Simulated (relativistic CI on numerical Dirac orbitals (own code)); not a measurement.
Method of calculation: Dirac-Coulomb-Breit CI, orbitals from a KLI potential per configuration, a model potential for QED, unscaled Slater integrals (own radial code, finite nucleus).

The strongest absorption lines from the ground level of an ion, among the configurations computed and to levels below about 72.7 eV (vacuum wavelength in Å, gf): 184.60 (0.036), 187.40 (0.023), 194.43 (0.035), 201.19 (0.038), 205.47 (0.063), 216.64 (0.51).

(1) Which ion is it?
A. Pb¹²⁺
B. Pb¹⁰⁺
C. Pb⁸⁺
D. Hg⁸⁺

## Answers

(1) B. Pb¹⁰⁺ has 72 electrons and the ground level 5s²5p⁶5d⁴ ⁵D0; the strongest line goes to 5s²5p⁶5d³6p ³D°1. The pattern of lines fixes the number of electrons, and along that sequence the line energies rise steadily with the charge (about as its square where n changes within one kind of shell, about linearly where n is kept but much faster in heavy ions where fine structure, which grows about as Z⁴, sets the gap, and irregularly where shells cross), which fixes Z. Configurations outside the model, such as inner-shell arrays, can give stronger lines. At this charge energies of transitions that change n are usually good to better than 1 %, and those within a shell (Δn = 0) to a few per cent. Terms inside the open d or f shell come out 10 to 20 % too wide with unscaled integrals. Levels and lines within the n = 5 or 6 shells can be off by up to 10 % or somewhat more, and those that change n by about 2 %, since core polarisation is missing.

LS names give the leading component of a level, which can be under half, so a name can repeat, a term be missing and a line seem to break the LS rules.
